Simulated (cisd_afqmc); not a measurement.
Input (AFQMC/CISD/cc-pV(T+d)Z; cisd_afqmc is a phaseless AFQMC code with CISD trial states that reads the integrals written by Ansatz): A basis named .json is the Basis Set Exchange file of that set.

Ansatz 0.2 input:
```python
import cisd_afqmc

open("ham.yaml", "w").write("""\
crystal:
  periodic: [false, false, false]
  atoms:
    - {symbol: S, position_ang: [0.00000000, 0.00000000, 0.00000000]}
basis:
  gaussian:
    orbitals: cc-pV_T+d_Z.json
magnetization: {spin_polarized: true, initial_magnetization: 2}
correlation: {method: ccsd, electrons: outside_noble_gas, hamiltonian_folder: ham}
scf: {lower_state_search: full}
""")
rep = cisd_afqmc.ansatz("ham.yaml")
e_ccsd = rep["correlation"]["coupled_cluster"]["energy"]["hartree"]
out = cisd_afqmc.run("ham", e_ccsd, trial="CISD", walkers=2000, populations=1, threads=12, dt=0.005, steps=40, early=24, settle=10, least=100,
    cut=5e-5, rank_cut=2e-4, target=0.0004, seconds=1000, seed=4, memory=62639, gpu=True)
```

Output:

```
orbitals 34, occupied [4, 2], factors 166 of 224, rank of the doubles 108 of 184
E(HF) = -397.509375
E(CCSD) on the cut factors = -397.649686, shift to the whole factors 0.000002
Energy of the trial state on the determinant = -397.649649
  tau behind 7.2 of longer steps, mean of the populations' last blocks
   2.0  -397.65499
   4.0  -397.65450
   6.0  -397.65530
   8.0  -397.65401
  10.0  -397.65459
  12.0  -397.65447
  14.0  -397.65500
  16.0  -397.65479
  18.0  -397.65515
  20.0  -397.65439
  22.0  -397.65516
blocks 94 (6 outliers left out), error by blocks joined: 1: 0.00005, 2: 0.00005, 4: 0.00006
E(AFQMC/CISD) = -397.65483 +/- 0.00006
```

The error still grows at the longest joins of blocks, or few joins were possible, so the printed bar may be too narrow.
